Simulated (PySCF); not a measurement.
**Computed spin Hamiltonian**

Species: C5H9NO2 (charge -1 and doublet state).
Z-matrix (Å and degrees, GFN2-xTB geometry), rows numbered from 1:
```
C 
N   1  1.4460
C   2  1.4073  1  115.60
O   3  1.2502  2  122.84  1   -15.57
C   3  1.5049  2  113.65  1   161.99
C   5  1.5255  3  116.23  2    44.94
C   5  1.5058  3   92.77  2   -74.11
O   7  1.2751  5  122.43  3    79.25
H   1  1.0907  2  108.03  3    44.88
H   1  1.0991  2  113.24  3   -74.56
H   1  1.0938  2  109.14  3   164.05
H   2  1.0314  1  111.85  3   123.58
H   5  1.0939  3  109.22  2   172.15
H   6  1.0913  5  110.12  3   174.55
H   6  1.0898  5  110.87  3    53.87
H   6  1.0866  5  109.43  3   -66.32
H   7  1.1003  5  115.96  3   -87.99
```

The hyperfine couplings belong to this conformer and change with its torsions.

The species is `CN[C]([O-])[C@H](C)C=O` [radical] (charge -1).

Method: PySCF, UKS B3LYP, pcH-1 on C H N O, non-relativistic, mean-field spin-orbit, GIAO. Whether the extra electron is bound in the gas phase wasn't checked; a finite basis holds it in any case. A GFN2-xTB geometry isn't a minimum of the functional, and hyperfine couplings can be far from their values at a DFT geometry, by a factor of two or more for some ions and for spin on atoms past the first row. Stability of the SCF solution: not tested.

| Property | Result |
| --- | --- |
| g1, g2, g3 | 2.00346, 2.00456, 2.00620 |
| g_iso | 2.00474 |
| Form of g | rhombic: the two nearest values differ by 40 % of g3 − g1 |
| ⟨S²⟩ | 0.7546 (exact 0.7500) |
| α and β electrons | 32, 31 |
| HOMO–LUMO gap, α and β orbitals | 3.44, 5.53 eV |

Hyperfine couplings atom by atom, in MHz; T1 to T3 are the principal values of the dipolar part; ρ(0) is the spin density at the nucleus:

```json
{"atom": "C1", "isotope": "13C", "a_iso": "4.4", "T1": "-0.8", "T2": "-0.6", "T3": "1.4", "Mulliken spin population": "0.00", "ρ(0) (bohr⁻³)": "0.0039"}
{"atom": "N2", "isotope": "14N", "a_iso": "14.3", "T1": "-1.5", "T2": "-0.7", "T3": "2.3", "Mulliken spin population": "0.01", "ρ(0) (bohr⁻³)": "0.0441"}
{"atom": "C3", "isotope": "13C", "a_iso": "45.5", "T1": "-15.0", "T2": "-12.2", "T3": "27.1", "Mulliken spin population": "0.14", "ρ(0) (bohr⁻³)": "0.0405"}
{"atom": "O4", "isotope": "17O", "a_iso": "-11.8", "T1": "-44.6", "T2": "22.1", "T3": "22.5", "Mulliken spin population": "0.12", "ρ(0) (bohr⁻³)": "0.0195"}
{"atom": "C5", "isotope": "13C", "a_iso": "-22.9", "T1": "-1.1", "T2": "-0.4", "T3": "1.5", "Mulliken spin population": "-0.03", "ρ(0) (bohr⁻³)": "-0.0204"}
{"atom": "C6", "isotope": "13C", "a_iso": "46.8", "T1": "-2.7", "T2": "-1.9", "T3": "4.6", "Mulliken spin population": "0.02", "ρ(0) (bohr⁻³)": "0.0417"}
{"atom": "C7", "isotope": "13C", "a_iso": "53.5", "T1": "-43.2", "T2": "-40.9", "T3": "84.0", "Mulliken spin population": "0.51", "ρ(0) (bohr⁻³)": "0.0476"}
{"atom": "O8", "isotope": "17O", "a_iso": "-26.6", "T1": "-89.1", "T2": "43.8", "T3": "45.4", "Mulliken spin population": "0.24", "ρ(0) (bohr⁻³)": "0.0438"}
{"atom": "H9", "isotope": "1H", "a_iso": "-0.3", "T1": "-1.7", "T2": "-1.0", "T3": "2.7", "Mulliken spin population": "0.00", "ρ(0) (bohr⁻³)": "-0.0001"}
{"atom": "H10", "isotope": "1H", "a_iso": "4.8", "T1": "-1.6", "T2": "-1.0", "T3": "2.7", "Mulliken spin population": "0.00", "ρ(0) (bohr⁻³)": "0.0011"}
{"atom": "H11", "isotope": "1H", "a_iso": "-0.2", "T1": "-1.2", "T2": "-1.0", "T3": "2.2", "Mulliken spin population": "0.00", "ρ(0) (bohr⁻³)": "0.0000"}
{"atom": "H12", "isotope": "1H", "a_iso": "11.0", "T1": "-7.3", "T2": "-1.3", "T3": "8.6", "Mulliken spin population": "0.01", "ρ(0) (bohr⁻³)": "0.0025"}
{"atom": "H13", "isotope": "1H", "a_iso": "12.6", "T1": "-3.8", "T2": "-1.0", "T3": "4.8", "Mulliken spin population": "0.00", "ρ(0) (bohr⁻³)": "0.0028"}
{"atom": "H14", "isotope": "1H", "a_iso": "-1.0", "T1": "-3.1", "T2": "-1.3", "T3": "4.4", "Mulliken spin population": "0.01", "ρ(0) (bohr⁻³)": "-0.0002"}
{"atom": "H15", "isotope": "1H", "a_iso": "-2.2", "T1": "-2.6", "T2": "-1.3", "T3": "3.9", "Mulliken spin population": "0.00", "ρ(0) (bohr⁻³)": "-0.0005"}
{"atom": "H16", "isotope": "1H", "a_iso": "-2.7", "T1": "-2.9", "T2": "-1.4", "T3": "4.3", "Mulliken spin population": "-0.01", "ρ(0) (bohr⁻³)": "-0.0006"}
{"atom": "H17", "isotope": "1H", "a_iso": "-33.5", "T1": "-21.6", "T2": "1.2", "T3": "20.4", "Mulliken spin population": "-0.03", "ρ(0) (bohr⁻³)": "-0.0075"}
```

The largest Mulliken spin populations are on C7 (+0.51), O8 (+0.24), C3 (+0.14) and O4 (+0.12). The angles at C7 add up to 358.7°, so it is planar.

C3, the radical centre as drawn in `CN[C]([O-])[C@H](C)C=O`, holds a spin population of +0.14 out of 1.

Axes: g1 points within 5° of the C3–C5 bond.

Under fast tumbling the dipolar parts average out, and these isotropic splittings remain: 1 × 1H (H17, I = 1/2, 2 lines) with 1.19 mT, 1 × 14N (N2, I = 1, 3 lines) with 0.51 mT, 1 × 1H (H13, I = 1/2, 2 lines) with 0.45 mT, 1 × 1H (H12, I = 1/2, 2 lines) with 0.39 mT, 3 × 1H (H14/H15/H16, I = 1/2, 4 lines) with 0.07 mT and 3 × 1H (H9/H10/H11, I = 1/2, 4 lines) with 0.05 mT.

Means are taken over nuclei equivalent by connectivity, which assumes that they swap fast. The three 1H nuclei of mean +1.4 MHz run from -0.3 to 4.8 MHz in the frozen geometry.

The 17O coupling of O8 (-26.6 MHz) shows only in satellite lines or after enrichment, since that isotope makes up about 0.038 % of natural oxygen.

The 13C coupling of C7 (53.5 MHz) shows only in satellite lines or after enrichment, since that isotope makes up about 1.07 % of natural carbon.

Hardware: one thread, Arm Neoverse V2 (aarch64), no GPU, shared host with 96 logical CPUs at a one-minute load of 77. Cost: 89 s of wall time (grids of density and orbitals included), 0.98 GiB resident at most.
